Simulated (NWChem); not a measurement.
Program: NWChem. System: CH6BN, charge 1, spin multiplicity 2, at the geometry of a parent with another charge or spin, in a state set for the comparison that need not be this species' ground state. Its SCF solution wasn't tested for a lower state. Level: UHF/def2-TZVPD.

Job file:

```
start mol
memory heap 200 mb stack 900 mb global 1100 mb
charge 1
geometry units angstroms nocenter noautoz
  B     -1.374289    -0.222952     0.000000
  H     -2.116996    -1.187612     0.000000
  H     -1.791502     0.922274     0.000000
  N      0.004827    -0.439326     0.000000
  C      1.060147     0.557776     0.000000
  H      0.351118    -1.402845     0.000000
  H      1.712564     0.471706    -0.896594
  H      1.712564     0.471706     0.896594
  H      0.609030     1.568160     0.000000
  symmetry group Cs
end
basis spherical
  * library def2-tzvpd
end
scf
  uhf
  nopen 1
  maxiter 100
  thresh 1e-7
  semidirect memsize 60000000 filesize 0
  # guess.movecs holds the orbitals of an unrestricted PBE0 run
  vectors input guess.movecs output mol.movecs
end
task scf energy
```

NWChem printed:

```
             Northwest Computational Chemistry Package (NWChem) 7.3.0
             --------------------------------------------------------

                                NWChem Input Module
                                -------------------

 Scaling coordinates for geometry "geometry" by  1.889725989
 (inverse scale =  0.529177249)

 Turning off AUTOSYM since
 SYMMETRY directive was detected!

                             Geometry "geometry" -> ""
                             -------------------------

 Output coordinates in angstroms (scale by  1.889725989 to convert to a.u.)

  No.       Tag          Charge          X              Y              Z
 ---- ---------------- ---------- -------------- -------------- --------------
    1 B                    5.0000    -1.37428900    -0.22295200     0.00000000
    2 H                    1.0000    -2.11699600    -1.18761200     0.00000000
    3 H                    1.0000    -1.79150200     0.92227400     0.00000000
    4 N                    7.0000     0.00482700    -0.43932600     0.00000000
    5 C                    6.0000     1.06014700     0.55777600     0.00000000
    6 H                    1.0000     0.35111800    -1.40284500     0.00000000
    7 H                    1.0000     1.71256400     0.47170600    -0.89659400
    8 H                    1.0000     1.71256400     0.47170600     0.89659400
    9 H                    1.0000     0.60903000     1.56816000     0.00000000

 Effective nuclear repulsion energy (a.u.)      70.2288858473

            Nuclear Dipole moment (a.u.)
            ----------------------------
        X                 Y               Z
 ---------------- ---------------- ----------------
     0.0000075589     0.0000056692     0.0000000000

      Symmetry information
      --------------------

 Group name             Cs
 Group number              2
 Group order               2
 No. of unique centers     8

      Symmetry unique atoms

     1    2    3    4    5    6    7    9


 Summary of "ao basis" -> "" (spherical)
 ------------------------------------------------------------------------------
       Tag                 Description            Shells   Functions and Types
 ---------------- ------------------------------  ------  ---------------------
 *                         def2-tzvpd                 on all atoms

 Summary of "ao basis" -> "ao basis" (spherical)
 ------------------------------------------------------------------------------
       Tag                 Description            Shells   Functions and Types
 ---------------- ------------------------------  ------  ---------------------
 B                         def2-tzvpd               13       37   6s3p3d1f
 H                         def2-tzvpd                5        9   3s2p
 N                         def2-tzvpd               13       37   6s3p3d1f
 C                         def2-tzvpd               13       37   6s3p3d1f

                                 NWChem SCF Module
                                 -----------------

  ao basis        = "ao basis"
  functions       =   165
  atoms           =     9
  alpha electrons =    12
  beta  electrons =    11
  charge          =   1.00
  wavefunction    = UHF
  use symmetry    = T
  symmetry adapt  = T

 Summary of "ao basis" -> "ao basis" (spherical)
 ------------------------------------------------------------------------------
       Tag                 Description            Shells   Functions and Types
 ---------------- ------------------------------  ------  ---------------------
[...]
 Vector   12  Occ=0.000000D+00  E=-2.629989D-01  Symmetry=a"
              MO Center= -2.6D-01, -3.3D-01, -5.1D-12, r^2= 2.2D+00
   Bfn.  Coefficient  Atom+Function         Bfn.  Coefficient  Atom+Function
  ----- ------------  ---------------      ----- ------------  ---------------
    70      0.273545  4 N  pz                64      0.267173  4 N  pz
    67      0.266098  4 N  pz               107     -0.214645  5 C  pz
    12      0.192919  1 B  pz                 9      0.187496  1 B  pz
    15      0.179741  1 B  pz

 Vector   13  Occ=0.000000D+00  E=-9.991118D-02  Symmetry=a'
              MO Center=  3.4D-01, -1.1D+00,  3.1D-11, r^2= 9.5D+00
   Bfn.  Coefficient  Atom+Function         Bfn.  Coefficient  Atom+Function
  ----- ------------  ---------------      ----- ------------  ---------------
     5      2.737702  1 B  s                 97     -1.633795  5 C  s
     6     -1.583451  1 B  s                 61     -1.555222  4 N  s
   132      1.249424  6 H  s                141      1.176416  7 H  s
   150      1.176416  8 H  s                 98     -0.888622  5 C  s
    49     -0.800878  3 H  s                 60     -0.604690  4 N  s

 Vector   14  Occ=0.000000D+00  E=-6.482399D-02  Symmetry=a"
              MO Center= -1.1D+00, -2.6D-02, -7.5D-12, r^2= 5.2D+00
   Bfn.  Coefficient  Atom+Function         Bfn.  Coefficient  Atom+Function
  ----- ------------  ---------------      ----- ------------  ---------------
    15      0.912478  1 B  pz                70     -0.323430  4 N  pz
    12      0.259185  1 B  pz               141      0.239644  7 H  s
   150     -0.239644  8 H  s                 67     -0.206692  4 N  pz
   147      0.205138  7 H  pz               156      0.205138  8 H  pz
    64     -0.193170  4 N  pz                 9      0.180532  1 B  pz

 center of mass
 --------------
 x =  -0.08163375 y =  -0.04665843 z =   0.00000000

 moments of inertia (a.u.)
 ------------------
          56.302628015165         -47.697263217308           0.000000000000
         -47.697263217308         178.486309040603           0.000000000000
           0.000000000000           0.000000000000         223.216243675955

  Mulliken analysis of the total density
  --------------------------------------

    Atom       Charge   Shell Charges
 -----------   ------   -------------------------------------------------------
    1 B    5     4.90   0.92  1.06  0.50  0.55 -0.00 -0.01  0.90  0.83  0.02  0.05  0.07  0.00  0.01
    2 H    1     0.86   0.25  0.50  0.12  0.01 -0.01
    3 H    1     0.88   0.25  0.50  0.13  0.01 -0.00
    4 N    7     6.92   0.82  1.16  0.54  0.89  0.00  0.08  1.47  1.64  0.24  0.01  0.05  0.03  0.00
    5 C    6     6.55   0.85  1.12  0.47  0.73  0.07  0.01  1.23  1.37  0.59  0.02  0.05  0.02  0.01
    6 H    1     0.70   0.25  0.38  0.05  0.03 -0.00
    7 H    1     0.73   0.25  0.45 -0.01  0.02  0.02
    8 H    1     0.73   0.25  0.45 -0.01  0.02  0.02
    9 H    1     0.72   0.26  0.46 -0.03  0.02  0.01

  Mulliken analysis of the alpha density
  --------------------------------------

    Atom       Charge   Shell Charges
 -----------   ------   -------------------------------------------------------
    1 B    5     2.44   0.46  0.53  0.25  0.27 -0.01 -0.00  0.45  0.41  0.01  0.03  0.04  0.00  0.01
    2 H    1     0.43   0.12  0.25  0.06  0.01 -0.00
    3 H    1     0.44   0.12  0.25  0.06  0.01 -0.00
    4 N    7     4.00   0.41  0.58  0.29  0.47 -0.01  0.05  0.93  1.04  0.21  0.00  0.03  0.01  0.00
    5 C    6     3.22   0.43  0.56  0.23  0.36  0.04  0.00  0.60  0.66  0.28  0.01  0.03  0.01  0.00
    6 H    1     0.32   0.12  0.17  0.02  0.02  0.00
    7 H    1     0.40   0.13  0.24  0.00  0.01  0.01
    8 H    1     0.40   0.13  0.24  0.00  0.01  0.01
    9 H    1     0.36   0.13  0.23 -0.02  0.01  0.00

   Mulliken analysis of the beta density
   -------------------------------------

    Atom       Charge   Shell Charges
 -----------   ------   -------------------------------------------------------
    1 B    5     2.46   0.46  0.53  0.25  0.29  0.01 -0.00  0.45  0.41  0.01  0.03  0.03  0.00  0.01
    2 H    1     0.43   0.12  0.25  0.06  0.01 -0.00
    3 H    1     0.44   0.12  0.25  0.06  0.01 -0.00
    4 N    7     2.92   0.41  0.58  0.26  0.42  0.02  0.03  0.54  0.60  0.03  0.00  0.03  0.02  0.00
    5 C    6     3.33   0.43  0.56  0.24  0.37  0.03  0.00  0.63  0.71  0.31  0.01  0.02  0.01  0.00
    6 H    1     0.38   0.13  0.21  0.03  0.02 -0.01
    7 H    1     0.34   0.12  0.21 -0.01  0.01  0.01
    8 H    1     0.34   0.12  0.21 -0.01  0.01  0.01
    9 H    1     0.36   0.13  0.23 -0.01  0.01  0.00

   Mulliken analysis of the spin density
   -------------------------------------

    Atom       Charge   Shell Charges
 -----------   ------   -------------------------------------------------------
    1 B    5    -0.03  -0.00  0.00 -0.01 -0.02 -0.02  0.00  0.01 -0.00 -0.00  0.00  0.01 -0.00  0.00
    2 H    1    -0.00  -0.00 -0.00  0.00  0.00  0.00
    3 H    1    -0.00  -0.00 -0.00 -0.00  0.00 -0.00
    4 N    7     1.08   0.00 -0.00  0.03  0.05 -0.03  0.02  0.39  0.44  0.19 -0.00 -0.00 -0.00 -0.00
    5 C    6    -0.11  -0.00  0.00 -0.01 -0.02  0.01 -0.00 -0.03 -0.06 -0.03  0.00  0.01  0.00  0.00
    6 H    1    -0.06  -0.01 -0.04 -0.02  0.00  0.01
    7 H    1     0.06   0.02  0.04  0.01 -0.00  0.00
    8 H    1     0.06   0.02  0.04  0.01 -0.00  0.00
    9 H    1    -0.00   0.00  0.00 -0.01 -0.00  0.00

       Multipole analysis of the density wrt the origin
       ------------------------------------------------

     L   x y z        total         alpha         beta         nuclear
     -   - - -        -----         -----         ----         -------
     0   0 0 0      1.000000    -12.000000    -11.000000     24.000000

     1   1 0 0      0.453155      0.173329      0.279819      0.000008
     1   0 1 0     -0.454148      0.111875     -0.566029      0.000006
     1   0 0 1     -0.000000     -0.000000     -0.000000      0.000000

     2   2 0 0     -9.319166    -59.355519    -57.945805    107.982157
     2   1 1 0      0.842042    -14.119393    -13.625525     28.586960
     2   1 0 1     -0.000000     -0.000000     -0.000000      0.000000
     2   0 2 0    -10.408776    -24.625616    -23.634293     37.851133
     2   0 1 1      0.000000      0.000000     -0.000000      0.000000
     2   0 0 2    -12.245269     -9.847224     -8.139465      5.741420

 Task  times  cpu:       23.3s     wall:       23.3s

 Total times  cpu:       23.3s     wall:       23.3s
```
